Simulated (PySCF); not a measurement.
**B (boron, neutral): UHF calculation**

Configuration: [He] 2s1 2p2, high-spin 4P determinant (an excited configuration). Computed with PySCF 2.14 in aug-cc-pCVTZ-DK (7s6p4d2f, 59 functions), with scalar relativity by spin-free X2C-1e.

| Property | Result |
| --- | --- |
| Total energy | -24.457989 hartree |
| One-electron energy | -32.1979 hartree |
| Hartree (Coulomb) energy | 11.6304 hartree |
| Exchange energy | -3.8905 hartree |
| ⟨S²⟩ | 3.7500 |
| ⟨L²⟩ | 2.013 |
| Sum of ⟨r⟩ | 6.776 bohr |
| Sum of ⟨r²⟩ | 15.75 bohr² |
| Traceless quadrupole moment −½Σ⟨3z² − r²⟩ along its main axis | 2.45 e·bohr² |
| Langevin diamagnetic susceptibility | -12.5 ×10⁻⁶ cm³/mol |

```tsv
shell	electrons	mean orbital energy (eV)	rms radius, mean of both spins (bohr)
1s α	1	-209.98	0.379
1s β	1	-208.01	0.379
2s α	1	-17.539	2.08
2p α	2	-9.695	2.36
```

Spin-orbit constants ζ (cm⁻¹) from the X2C one-electron operator on these orbitals: bare nucleus, nucleus screened by l(l+1)(2l+1)/3 electrons, and screened by the Breit-Pauli mean field of the electrons.

```
shell   bare  screened nucleus  mean field
   2p  23.58             14.15       10.41
```

To first order the Landé constant is A = 3.471 cm⁻¹, so the lowest level has J = 1/2 and lies 0.00108 eV below the centre of the term. This holds in LS coupling only.
